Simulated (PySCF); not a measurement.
Method: PySCF with B3LYP-D3(BJ)/def2-TZVP // PBE0-D4/def2-SVP. Isolated molecules, 0 K electronic values unless said otherwise. One relaxed conformer stands for a flexible species; it need not be the lowest. B3LYP has the VWN-RPA correlation part, as in Gaussian. 

Reference species (SMILES): `[F][Sn]([F])([F])[F]` (neutral, multiplicity 1).

The HOMO is -12.07 eV.

Changed species: `C[CH2][Sn]([CH2]C)([CH2]C)[CH2]C` (4 of 4 F replaced by C2H5; the reference has 0 of 4 F replaced by C2H5).

Q: What does the change do to the HOMO?

A: the HOMO increases by 5.27 eV, to -6.80 eV.
